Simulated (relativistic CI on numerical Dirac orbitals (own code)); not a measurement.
**Sensitivity of the levels of Pm⁸⁺ to α and to the nuclear radius**

Calculated at this level of theory: Dirac-Coulomb-Breit CI, orbitals from a KLI potential per configuration, derivatives by finite differences, unscaled Slater integrals, QED left out (own radial code, finite nucleus).

Configurations in the expansion (outside the closed core [Kr] 4d10): 4f³5s²5p², 4f²5s5p⁴, 4f5s²5p³6s. The list is cut by size and lacks configurations that can hold low levels.

With x = (α/α₀)² − 1 an excitation energy changes as ω = ω₀ + qx; K = 2q/ω₀ is the relative enhancement. Terms are leading LS components, so labels can repeat. The field-shift factor is F = δν/δ⟨r²⟩ for the transition from the lowest level.

Lowest level 4f³5s²5p² ⁶K°9/2.

| Level | ω₀ (cm⁻¹) | q (cm⁻¹) | K | F (GHz/fm²) |
| --- | --- | --- | --- | --- |
| 4f³5s²5p² ⁶K°11/2 | 3946.5 | 3391 | 1.72 | 0.024 |
| 4f³5s²5p² ⁶K°13/2 | 8259.3 | 6462 | 1.56 | 0.0614 |
| 4f³5s²5p² ⁶H°15/2 | 12719.8 | 9090 | 1.43 | 0.108 |
| 4f³5s²5p² ⁶G°3/2 | 18296.6 | 494 | 0.054 | 0.275 |
| 4f³5s²5p² ⁴I°9/2 | 20181.9 | 1886 | 0.187 | 0.178 |
| 4f³5s²5p² ⁶G°5/2 | 20400.3 | 3140 | 0.308 | 0.265 |
| 4f³5s²5p² ⁶F°7/2 | 22323.0 | 4520 | 0.405 | 0.265 |
| 4f³5s²5p² ⁶P°3/2 | 22863.8 | 3437 | 0.301 | 0.312 |
| 4f³5s²5p² ⁶H°5/2 | 24612.4 | 6829 | 0.555 | -0.0605 |
| 4f³5s²5p² ⁶F°9/2 | 25209.2 | 7236 | 0.574 | 0.235 |
| 4f³5s²5p² ⁶H°7/2 | 26094.5 | 8163 | 0.626 | -0.0196 |
| 4f³5s²5p² ⁴H°11/2 | 26859.7 | 10670 | 0.794 | -0.0412 |
| 4f³5s²5p² ⁶H°9/2 | 28018.3 | 31530 | 2.25 | -1.74 |

At this charge configurations can still be misplaced by up to about 7 % of their energy. Terms inside the open d or f shell come out 10 to 20 % too wide with unscaled integrals. Levels and lines within the n = 5 or 6 shells can be off by up to 10 % or somewhat more, and those that change n by about 2 %, since core polarisation is missing.
